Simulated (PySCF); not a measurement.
## SmOF at several levels of theory

Computed with PySCF 2.14.0 (density fitting, no spin-orbit coupling) at the geometry relaxed with PBE0:

```xyz
3
SmOF (singlet in the valence; each metal's 4f electrons, 5 of them, lie in its core potential, out of spins and levels)
Sm    0.0378    0.0000   -0.3555
O     1.5490    0.0000    0.7192
F    -1.6847    0.0000    0.8023
```

```
level                                              basis    state  HOMO (eV)  gap (eV)  charge on Sm1 (e)  population of f-type functions on Sm1 (polarisation alone where 4f lies in the core)  dipole about the centre of mass (D)  largest force component (eV/Å)
 PBE0  Sm lcecp-1-SVP with ECP51, O def2-SVP, F def2-SVP  singlet      -6.63      4.48               0.91                                                                                  0.11                                 7.55                            0.00
 BLYP                                           the same  singlet      -5.09      2.28               0.73                                                                                  0.10                                 6.94                            1.14
   HF                                           the same  singlet     -10.06      9.53               1.28                                                                                  0.12                                 8.97                            0.82
```

In the lcecp rows the 4f levels are missing from HOMO and gap, and the state counts the valence alone.

Charges are Mulliken's, which hang on the basis. The relaxation used the grid (50, 194), these runs (75, 302) or, all-electron (x2c bases, spin-free X2C Hamiltonian), (99, 590).

(1) What does PBE0 with Sm lcecp-1-TZVP with ECP51, O def2-TZVP, F def2-TZVP give here?

An lcecp potential fixes the number of 4f electrons, so in runs with it no electron can move into or out of that shell.

Answers

(1) state singlet, HOMO (eV) -6.62, gap (eV) 4.49, charge on Sm1 (e) 1.28, population of f-type functions on Sm1 (polarisation alone where 4f lies in the core) 0.11, dipole about the centre of mass (D) 7.80, largest force component (eV/Å) 0.25. Time: 5.1 s on 2 threads of Arm Neoverse V2 (shared host), from free ions and atoms.
